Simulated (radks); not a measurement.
The numbers below are computed, except where a source is named.
Question: These are the eigenvalues of the occupied orbitals of an atom or ion with whole-number occupations (eV). Level of theory: Dirac Kohn-Sham, RPBE, spin-unpolarised, spherical densities, finite nucleus; Fermi nuclear charge, rms radius of each element as measured or else 0.836 A^(1/3) + 0.57 fm (a radial shooting solver on a logarithmic mesh with Libxc functionals).

1s1/2: -55473.50
2s1/2: -9312.578
2p1/2: -8866.033
2p3/2: -8009.093
3s1/2: -2114.911
3p1/2: -1919.458
3p3/2: -1740.423
3d3/2: -1405.395
3d5/2: -1366.267
4s1/2: -454.6581
4p1/2: -377.0493
4p3/2: -337.0558
4d3/2: -209.2965
4d5/2: -202.0468
5p1/2: -72.9058
5p3/2: -67.1567
4f5/2: -49.2159
4f7/2: -48.1954

Which element is it, and in what charge state? The configuration may be excited. Open shells, if any, fill j = l - 1/2 first.

Answer: Z = 67, holmium, charge +4: Ho4+ in [Kr] 4d10 4f11 5p6. The list shows which subshells hold electrons but not how many an open one holds; the 1s level, -2038.6 hartree, gives Z - s = 63.9 by -(Z - s)^2/2, which with screening and relativity narrows Z to a few neighbours, and the depths of the outer levels then fix element, charge and occupations together.
